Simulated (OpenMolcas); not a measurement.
Cr4+ (d2) in a complex was computed by SS-CASPT2, IPEA 0 Eh, imaginary shift 0.1 Eh with the d shell active (OpenMolcas, ANO-RCC-VDZP on the metal). Its lowest spin-free states, and all those of the highest spin:

| 2S+1 | Degeneracy | E (cm-1) |
| --- | --- | --- |
| 3 | 1 | 0 |
| 3 | 3 | 7090 |
| 1 | 2 | 7370 |
| 1 | 1 | 12830 |
| 1 | 3 | 13960 |
| 3 | 3 | 15220 |
| 1 | 3 | 18100 |
| 3 | 3 | 23320 |
| 1 | 3 | 27690 |
| 1 | 2 | 27710 |
| 1 | 1 | 36340 |

Task: Is the site octahedral, tetrahedral or cube-like, axial, or of lower symmetry?

Result: The states with 2S+1 = 3 have orbital degeneracies 1, 3, 3, 3. Threefold states need a cubic site. For d2 at this spin an octahedron puts the threefold T1 below the threefold T2 and a tetrahedron or cube puts the single A2 below the threefold T2, so the site is a tetrahedron or a cube, which this pattern cannot tell apart. The first gap at this spin, 7090 cm-1, is |10Dq| in ligand-field theory. The run had Cr4+ with 4 ligands (chloride) in tetrahedral coordination (Td) at 2.17 Å. Ligand basis ANO-RCC-VDZP.

Roots that are degenerate in the reference are averaged as groups; the widest CASPT2 spread within a group is 2900 cm-1 (the 3-fold group of multiplicity 1 near 18100 cm-1 above the lowest state of its run). Shifts and gaps below about the spread of the groups concerned are not significant. Over all roots computed the reference weight is 0.61 to 0.65; a low but even weight reflects the number of correlated electrons. The least metal-like active orbital is 76 % on the metal (Löwdin) and no ligand orbital is active, so the numbers are rough. Ligand-to-metal charge-transfer states are missing. With no ligand orbital active B as a rule stays too high, so bands that hang on it stand too high and its fall with covalency is understated. With one d shell and no ligand orbital active, 10Dq can be off by a tenth or more. No measured value stands beside these numbers; the geometry was imposed, not optimised, and the real ion may take another.
